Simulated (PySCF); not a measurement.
InI, SMILES [In][I] (connectivity only; charge and spin as stated), neutral, multiplicity 1. Coordinates come from a PBE0-D3(BJ)/def2-TZVP optimisation. The def2 effective core potentials stand for the cores of I, In; spin–orbit coupling is left out.

All values below come from PBE0-D3(BJ)/def2-TZVP (PySCF).

Harmonic wavenumbers (cm⁻¹): 174. Rotational constants (GHz): 1.091 (linear); symmetry number 1.

Problem. Work out the zero-point energy and the ideal-gas rigid-rotor harmonic-oscillator thermochemistry at 298.15 K and 1 atm.

Solution. ZPE = ½ Σ hcν = ½ × 174 cm⁻¹ = 1.04 kJ/mol. H − E(el) = 11.30 kJ/mol. Entropy in J/(mol K): translation 177.19, rotation 80.21, vibration 10.01, total 267.41. G − E(el) = -68.43 kJ/mol. Cp = 36.94 J/(mol K).
